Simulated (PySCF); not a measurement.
CH5B3O4.
Cartesian coordinates in Å at the PBE0-D3(BJ)/def2-SVP level; atoms count from 1:
```
atom  x, y, z in Å
C1     2.4367   -0.0990    0.2907
O2     1.5070   -0.0573   -0.7637
B3     0.1814   -0.0112   -0.5723
O4    -0.6452    0.0479   -1.6734
B5    -1.9970    0.1114   -1.5190
O6    -2.5387    0.1092   -0.2549
B7    -1.7323    0.0355    0.8499
O8    -0.3752   -0.0208    0.6939
H9     3.1005   -0.9648    0.1487
H10    1.9443   -0.1773    1.2714
H11    3.0514    0.8140    0.2705
H12   -2.7183    0.1693   -2.4794
H13   -2.2143    0.0187    1.9521
```

The computed photoelectron lines, unassigned: B 1s: 198.06 (area 2), 198.70 (area 1) eV; C 1s: 292.76 eV; O 1s: 539.07 (area 1), 539.14 (area 2), 539.19 (area 1) eV.

Computed, not measured: PySCF 2.14.0, delta-SCF UKS SCAN, pcX-2 on the ionised atom, pcseg-1 elsewhere, spin-free X2C. Geometry: PBE0-D3(BJ)/def2-SVP, one conformer, isolated molecule.

Q: Order the boron atoms by B 1s binding energy.

A: 198.06 eV: B5/B7 (three-coordinate boron); 198.70 eV: B3 (three-coordinate boron). Lowest listed B 1s: B5/B7, bonded to 2 O and H. Highest, 0.64 eV above it: B3, bonded to 3 O. Summing the Pauling electronegativity differences to the bonded atoms, each weighted by its formal bond order, gives +2.96 for the lowest site and +4.20 for the highest.

Bonded neighbours of each site: C1: O and 3 H; O2: C and B; B3: 3 O; O4/O8: 2 B; B5/B7: 2 O and H; O6: 2 B.

Q: What is the longest wavelength that can ionise O 1s of O6 vertically?

A: λ = hc/E = 12398.42 eV Å / 539.19 eV = 22.995 Å.

Topologically equivalent atoms share the value of their first member; where this conformer doesn't relate them by symmetry, their own values could differ.

Time: 46 s wall; peak memory 0.63 GiB. Hardware: Arm Neoverse V1, one thread, no GPU, shared host with 32 logical CPUs at a one-minute load of 14.
